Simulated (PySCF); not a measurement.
## `CC=C=C=C=C(C)[SiH3]`, C7H10Si

Geometry:
```
atom   x (Å)   y (Å)   z (Å)
  C1   3.933   0.267  -1.136
  C2   2.970   0.338   0.008
  C3   1.673   0.112  -0.071
  C4   0.412  -0.107  -0.155
  C5  -0.850  -0.326  -0.232
  C6  -2.153  -0.516  -0.321
  C7  -2.808  -1.861  -0.133
 Si8  -3.226   0.984  -0.702
  H9   3.426   0.008  -2.075
 H10   4.449   1.232  -1.271
 H11   4.713  -0.487  -0.941
 H12   3.380   0.601   0.994
 H13  -3.398  -2.136  -1.024
 H14  -2.067  -2.651   0.050
 H15  -3.509  -1.836   0.718
 H16  -4.239   1.172   0.385
 H17  -3.975   0.760  -1.979
 H18  -2.377   2.203  -0.820
```

Method: PySCF 2.14.0, TDDFT CAM-B3LYP/aug-cc-pVDZ excited states, vertical, gas phase. Geometry: PBE0-D3(BJ)/def2-SVP.

How strongly do the lowest singlets absorb one photon, and two photons of half the energy?

δ for parallel linear polarisation; σ at the peak of a Lorentzian of half width 0.1 eV, single beam; Ω is circular over linear.
| state | E (eV) | f | photon λ (nm) | δ (au) | σ (GM) | Ω | main |
| --- | --- | --- | --- | --- | --- | --- | --- |
| S1 | 3.55 | 0.000 | 698 | 0.1 | 0.00 | 1.45 | HOMO→LUMO 0.91 |
| S2 | 4.00 | 0.000 | 620 | <0.1 | 0.00 | – | HOMO−1→LUMO+1 0.91 |
| S3 | 4.68 | 0.001 | 530 | 5.21 | 0.04 | 0.48 | HOMO−1→LUMO 0.50, HOMO→LUMO+1 0.45 |
| S4 | 5.57 | 0.686 | 445 | 28.4 | 0.32 | 1.05 | HOMO→LUMO+2 0.39, HOMO→LUMO+1 0.20 |
| S5 | 5.67 | 1.660 | 438 | 36.9 | 0.43 | 1.40 | HOMO−1→LUMO 0.28, HOMO→LUMO+1 0.26 |
| S6 | 5.80 | 0.196 | 428 | 75.9 | 0.94 | 0.36 | HOMO−1→LUMO+2 0.69, HOMO−1→LUMO+6 0.11 |

Among these, the strongest one-photon state is S5, the strongest two-photon state S6, with a dipole change of 2.8 D (relaxed, norm of the difference vector).
